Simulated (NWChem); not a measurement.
All runs are NWChem calculations. System: CF, charge 1, spin multiplicity 1, displaced from the optimised geometry. The structure started from a generated list of species.

The NWChem input:

```
start mol
memory heap 200 mb stack 900 mb global 1100 mb
charge 1
geometry units angstroms nocenter noautoz noautosym
  C      0.000000     0.000000     0.692096
  F      0.000000     0.000000    -2.191636
end
basis spherical
  * library cc-pvdz
end
dft
  xc xpbe96 cpbe96
  semidirect memsize 60000000 filesize 0
  iterations 100
end
task dft energy
```

The output up to the point where the run's verdict is printed (cleaned and shortened):

```
             Northwest Computational Chemistry Package (NWChem) 7.3.0
             --------------------------------------------------------

                                NWChem Input Module
                                -------------------

 Scaling coordinates for geometry "geometry" by  1.889725989
 (inverse scale =  0.529177249)

                             Geometry "geometry" -> ""
                             -------------------------

 Output coordinates in angstroms (scale by  1.889725989 to convert to a.u.)

  No.       Tag          Charge          X              Y              Z
 ---- ---------------- ---------- -------------- -------------- --------------
    1 C                    6.0000     0.00000000     0.00000000     0.69209600
    2 F                    9.0000     0.00000000     0.00000000    -2.19163600

 Effective nuclear repulsion energy (a.u.)       9.9092327047

            Nuclear Dipole moment (a.u.)
            ----------------------------
        X                 Y               Z
 ---------------- ---------------- ----------------
     0.0000000000     0.0000000000   -29.4270927736


 Summary of "ao basis" -> "" (spherical)
 ------------------------------------------------------------------------------
       Tag                 Description            Shells   Functions and Types
 ---------------- ------------------------------  ------  ---------------------
 *                          cc-pvdz                   on all atoms

  pbe96 is a nonlocal functional; adding pw91lda local functional.

                                 NWChem DFT Module
                                 -----------------

 Summary of "ao basis" -> "ao basis" (spherical)
 ------------------------------------------------------------------------------
       Tag                 Description            Shells   Functions and Types
 ---------------- ------------------------------  ------  ---------------------
 C                          cc-pvdz                  6       14   3s2p1d
 F                          cc-pvdz                  6       14   3s2p1d

 Summary of "ao basis" -> "ao basis" (spherical)
[...]
 d= 0,ls=0.0,diis    52   -134.7316187432 -8.81D+00  1.45D-02  1.86D+01     2.2
 d= 0,ls=0.0,diis    53   -134.7178563407  1.38D-02  4.15D-03  1.86D+01     2.2
 d= 0,ls=0.0,diis    54   -134.8716775844 -1.54D-01  2.82D-02  1.74D+01     2.3
 d= 0,ls=0.0,diis    55   -135.6844489851 -8.13D-01  1.36D-01  9.11D+00     2.3
 d= 0,ls=0.0,diis    56   -123.6523516119  1.20D+01  3.19D-03  2.30D+01     2.3
 d= 0,ls=0.0,diis    57   -123.7940091411 -1.42D-01  3.34D-03  2.26D+01     2.4
 d= 0,ls=0.0,diis    58   -123.6631082900  1.31D-01  2.64D-03  2.28D+01     2.4
 d= 0,ls=0.0,diis    59   -123.6882342063 -2.51D-02  5.81D-02  2.29D+01     2.4
 d= 0,ls=0.0,diis    60   -129.5915242228 -5.90D+00  4.30D-02  5.19D+01     2.5
 d= 0,ls=0.0,diis    61   -125.3075189125  4.28D+00  5.41D-03  2.42D+01     2.5
 d= 0,ls=0.0,diis    62   -125.2523241249  5.52D-02  1.22D-01  2.12D+01     2.6
 d= 0,ls=0.0,diis    63   -136.0211088966 -1.08D+01  1.18D-01  5.73D+00     2.6
 d= 0,ls=0.0,diis    64   -126.8745776568  9.15D+00  1.18D-01  4.21D+01     2.6
 d= 0,ls=0.0,diis    65   -136.0147640740 -9.14D+00  1.53D-02  5.24D+00     2.7
 d= 0,ls=0.0,diis    66   -135.8676778595  1.47D-01  1.32D-01  7.30D+00     2.7
 d= 0,ls=0.0,diis    67   -123.8380765008  1.20D+01  3.06D-03  2.36D+01     2.8
 d= 0,ls=0.0,diis    68   -123.7904198581  4.77D-02  1.85D-03  2.37D+01     2.8
 d= 0,ls=0.0,diis    69   -123.8735740270 -8.32D-02  2.28D-03  2.38D+01     2.8
 d= 0,ls=0.0,diis    70   -123.8006515277  7.29D-02  1.63D-03  2.36D+01     2.9
 d= 0,ls=0.0,diis    71   -123.7275627343  7.31D-02  2.84D-03  2.37D+01     2.9
 d= 0,ls=0.0,diis    72   -123.6287546879  9.88D-02  2.19D-03  2.38D+01     3.0
 d= 0,ls=0.0,diis    73   -123.7304622328 -1.02D-01  1.30D-01  2.37D+01     3.0
 d= 0,ls=0.0,diis    74   -136.1370446638 -1.24D+01  1.38D-01  4.38D+00     3.0
 d= 0,ls=0.0,diis    75   -122.7272444691  1.34D+01  1.54D-02  2.56D+01     3.1
 d= 0,ls=0.0,diis    76   -123.2831707377 -5.56D-01  1.34D-01  2.46D+01     3.1
 d= 0,ls=0.0,diis    77   -136.1229232866 -1.28D+01  5.16D-03  4.46D+00     3.1
 d= 0,ls=0.0,diis    78   -136.1846034646 -6.17D-02  1.31D-01  3.93D+00     3.2
 d= 0,ls=0.0,diis    79   -123.4599717645  1.27D+01  2.55D-03  2.47D+01     3.2
 d= 0,ls=0.0,diis    80   -123.3919063530  6.81D-02  2.88D-03  2.46D+01     3.3
 d= 0,ls=0.0,diis    81   -123.3136756479  7.82D-02  2.07D-03  2.46D+01     3.3
 d= 0,ls=0.0,diis    82   -123.3844570338 -7.08D-02  4.65D-03  2.44D+01     3.3
 d= 0,ls=0.0,diis    83   -123.2008210965  1.84D-01  2.23D-03  2.48D+01     3.4
 d= 0,ls=0.0,diis    84   -123.1415811662  5.92D-02  1.69D-02  2.48D+01     3.4
 d= 0,ls=0.0,diis    85   -123.8018077287 -6.60D-01  1.32D-03  2.43D+01     3.4
 d= 0,ls=0.0,diis    86   -123.7426041374  5.92D-02  3.53D-04  2.42D+01     3.5
 d= 0,ls=0.0,diis    87   -123.7489222158 -6.32D-03  1.29D-01  2.42D+01     3.5
 d= 0,ls=0.0,diis    88   -136.2242781210 -1.25D+01  5.16D-03  3.55D+00     3.6
 d= 0,ls=0.0,diis    89   -136.2841053417 -5.98D-02  1.31D-01  3.07D+00     3.6
 d= 0,ls=0.0,diis    90   -123.3475181452  1.29D+01  1.81D-03  2.44D+01     3.6
 d= 0,ls=0.0,diis    91   -123.3006870929  4.68D-02  1.89D-03  2.45D+01     3.7
 d= 0,ls=0.0,diis    92   -123.3594643517 -5.88D-02  2.02D-03  2.44D+01     3.7
 d= 0,ls=0.0,diis    93   -123.3625673905 -3.10D-03  5.17D-04  2.47D+01     3.8
 d= 0,ls=0.0,diis    94   -123.3601643983  2.40D-03  3.11D-03  2.47D+01     3.8
 d= 0,ls=0.0,diis    95   -123.2861101356  7.41D-02  4.94D-03  2.46D+01     3.8
 d= 0,ls=0.0,diis    96   -123.4206406843 -1.35D-01  9.25D-03  2.46D+01     3.9
 d= 0,ls=0.0,diis    97   -123.1783684889  2.42D-01  1.12D-02  2.44D+01     3.9
 d= 0,ls=0.0,diis    98   -123.6102271055 -4.32D-01  7.79D-03  2.42D+01     3.9
 d= 0,ls=0.0,diis    99   -123.7561223705 -1.46D-01  2.96D-01  2.49D+01     4.0
 d= 0,ls=0.0,diis   100   -124.9719026978 -1.22D+00  2.60D-01  2.89D+01     4.0
```

Convergence was not reached. The next line reads: Calculation failed to converge. NWChem stopped with the message: dft energy failed.
